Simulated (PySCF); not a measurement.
Compound: C7H10OSi.
SMILES with atom numbers: `[OH:1][CH2:2][C:3]1=[CH:4][C@@:5]2([SiH3:6])[CH:7]=[CH:8][C@@H:9]12`

NICS = −σ at a ghost point: NICS(0) at the centroid of the ring atoms, NICS(1) 1 Å to either side along the normal of their mean plane, zz for the tensor component along that normal. Level: GIAO PBE0/pcSseg-1 (PySCF, non-relativistic, gas phase) on the GFN2-xTB geometry, one conformer.

Ring bond lengths (Å), with Mayer bond orders in brackets: C3–C4 1.334 (1.75), C4–C5 1.512 (1.00), C5–C9 1.567 (0.96), C9–C3 1.514 (0.98); C5–C7 1.513 (0.99), C7–C8 1.329 (1.79), C8–C9 1.508 (1.00), C9–C5 1.567 (0.96).

Q: Give the NICS values of each ring in ppm.

A: 
```
       ring                                                    type  NICS(0)  NICS(1), two faces  NICS(1)zz, two faces  rms pucker (Å)  centre to ring atoms, mean (Å)
C3–C4–C5–C9  4-membered carbocycle; formal bonds 1 double, 3 single     -3.3         -2.6 / -3.1           -5.3 / -1.2            0.01                            1.05
C5–C7–C8–C9  4-membered carbocycle; formal bonds 1 double, 3 single     -2.0         -2.5 / -2.7           -4.8 / -1.4            0.01                            1.05
```

Q: What can be read from them?

A: 
- C3–C4–C5–C9: mean NICS(1)zz -3.3 ppm, shielded. C5, C9 have four or more neighbours; no verdict on aromaticity is drawn. The two faces differ by 4.1 ppm, so no symmetry operation interchanges them.
- C5–C7–C8–C9: mean NICS(1)zz -3.1 ppm, shielded. C5, C9 have four or more neighbours, so the value isn't read as a sign of a π ring current. The two faces differ by 3.4 ppm, so no symmetry operation interchanges them.

Q: At the first NICS(1) probe listed for ring C3–C4–C5–C9, 1 Å off the ring, what do the in-plane components average?

A: The isotropic value is a third of the trace: (3 × -2.6 − (-5.3))/2 = -1.3 ppm.

Q: Give the inner angles of the rings and the Hirshfeld charges of the ring atoms.

A: 
- C3–C4–C5–C9: C3 94.3° (-0.003 e), C4 94.5° (-0.055 e), C5 85.6° (-0.079 e), C9 85.6° (-0.034 e); sum 360.0° against 360° for a flat convex ring.
- C5–C7–C8–C9: C5 85.4° (-0.079 e), C7 94.4° (-0.050 e), C8 94.6° (-0.053 e), C9 85.6° (-0.034 e); sum 360.0° against 360° for a flat convex ring.

Q: What are the shieldings of the ring atoms and their hydrogens in the same run (means over atoms taken as equivalent)?

A: 
| atoms | environment | σ isotropic (ppm) | principal values of the symmetric part, first atom (ppm) |
| --- | --- | --- | --- |
| C3 | fully substituted alkene carbon | 20.8 | -94.3, 4.7, 152.1 |
| C4 | alkene CH carbon | 35.6 | -67.9, 20.3, 154.5 |
| C5 | sp3 carbon bound to silicon | 139.5 | 111.8, 147.8, 158.9 |
| C7 | alkene CH carbon | 29.2 | -84.7, 15.9, 156.3 |
| C8 | alkene CH carbon | 37.6 | -74.7, 25.2, 162.2 |
| C9 | sp3 carbon at a ring junction | 130.6 | 103.3, 132.7, 155.7 |
| H on C4 | vinylic hydrogen | 24.87 | 23.4, 24.7, 26.5 |
| H on C7 | vinylic hydrogen | 24.71 | 23.0, 25.0, 26.1 |
| H on C8 | vinylic hydrogen | 24.83 | 23.4, 25.0, 26.1 |
| H on C9 | methine hydrogen | 27.63 | 26.0, 27.2, 29.6 |

Conformer computed: `[OH:1][CH2:2][C:3]1=[CH:4][C@@:5]2([SiH3:6])[CH:7]=[CH:8][C@@H:9]12`: O1–C2–C3–C4 81°, H–O1–C2–C3 -55°.
